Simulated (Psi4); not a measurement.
A dimer, H3ClSi ··· H2 (SMILES [SiH3]Cl and [H][H]); the first 5 atoms form monomer A.

```
7

Si    -0.1324    -0.0037    -0.0049
Cl     1.9317     0.0536     0.0710
H     -0.5358    -0.9923    -1.0236
H     -0.6247     1.3397    -0.3669
H     -0.6388    -0.3973     1.3243
H     -3.9488    -0.1366    -0.1334
H     -3.2060    -0.1116    -0.1042
```

Task: What interaction energy does Psi4 with SAPT0/jun-cc-pVDZ, frozen core give, and which attractive term is the largest?

Result: Total 1.41 kJ/mol: electrostatics 1.07, exchange 2.75, induction -0.66, dispersion -1.75. The most attractive term is dispersion.
